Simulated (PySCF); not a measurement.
# Atomic charges by several schemes

(KSH)2 ring, H2K2S2.
Geometry (PBE0-D3(BJ)/def2-SVP, Å), atoms numbered from 1 in this order:
```xyz
6
H2K2S2 angstrom
K      0.8245   -1.6662    0.8452
S     -2.0754   -0.8505    0.6070
K     -0.9781    1.1110   -1.4113
S      1.8979    0.2298   -1.2419
H     -2.1102   -0.0275    1.6794
H      2.4413    1.2033   -0.4783
```

Density: PBE0/pcSseg-1 (PySCF); schemes: Mulliken, Hirshfeld and ESP-fitted. The structure is a single PBE0-D3(BJ)/def2-SVP conformer in the gas phase; no vibrational or solvent corrections.

Problem. Tabulate the Mulliken, Hirshfeld and ESP-fitted charges.

Solution. In e:

```tsv
atom	environment	Mulliken	Hirshfeld	ESP-fitted
K1	potassium bonded to 2 S	+0.643	+0.519	+0.740
S2	sulfur bonded to 2 K and H	-0.739	-0.517	-0.850
K3	potassium bonded to 2 S	+0.644	+0.519	+0.740
S4	sulfur bonded to 2 K and H	-0.748	-0.519	-0.868
H5	hydrogen on S2	+0.098	-0.002	+0.112
H6	hydrogen on S4	+0.101	0.000	+0.126
```

Mean size of the charges over all atoms: ESP-fitted 0.573 e, Mulliken 0.495 e, Hirshfeld 0.346 e. Each set sums to the total charge, 0, to within 0.001 e. The ESP scheme is a least-squares fit of atom-centred charges to the potential on four shells outside the van der Waals surface, with the total charge fixed.

Lowest charge. All schemes agree: Mulliken S4 (-0.748); Hirshfeld S4 (-0.519); ESP-fitted S4 (-0.868).

Highest charge. All schemes pick atoms of one kind: Mulliken K3 (+0.644); Hirshfeld K1 and K3 (+0.519); ESP-fitted K1 and K3 (+0.740).

Problem. Sum the charges by element.

Solution. 
```json
{"element": "K", "atoms": "2", "Mulliken": "+1.287", "Hirshfeld": "+1.038", "ESP-fitted": "+1.480"}
{"element": "S", "atoms": "2", "Mulliken": "-1.486", "Hirshfeld": "-1.036", "ESP-fitted": "-1.718"}
{"element": "H", "atoms": "2", "Mulliken": "+0.200", "Hirshfeld": "-0.002", "ESP-fitted": "+0.238"}
```

Problem. How many electrons does the Mulliken scheme count on S2?

Solution. Z − q = 16 − (-0.739) ≈ 16.738.

The run behind these numbers computed NMR shieldings as well. Time: 11 s of wall time. Hardware: one thread, x86-64 server, shared host.
